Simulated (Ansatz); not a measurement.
Gas-phase electronic energies from Ansatz, PBE0-D4/def2-TZVP geometries. CCSD(T)/CBS adds triple-zeta CCSD(T) − MP2 to the extrapolated MP2 energy (def2 sets, frozen cores). Functionals use def2-TZVPP. B3LYP here is the variant with VWN-RPA as its local correlation; programs differ in this. Each species was taken in one conformer, which may not be the lowest.

Reaction (cleavage of the B–Si bond): `B[SiH2][CH]1[NH][AlH]1` + `N=C(F)S` → `B/N=C(/F)S` + `[SiH3][CH]1[NH][AlH]1`

```
                 species  B3LYP-D4 energy (Eh)
`B[SiH2][CH]1[NH][AlH]1`            -653.88317
               `N=C(F)S`            -592.19977
            `B/N=C(/F)S`            -617.68744
 `[SiH3][CH]1[NH][AlH]1`            -628.45302
```

Work out ΔE.

ΔE = (-617.68744) + (-628.45302) − (-653.88317) − (-592.19977) = -0.05752 Eh = -151.0 kJ/mol. CCSD(T)/CBS gives -137.6 kJ/mol.

Largest T1 diagnostic among the species: 0.015.
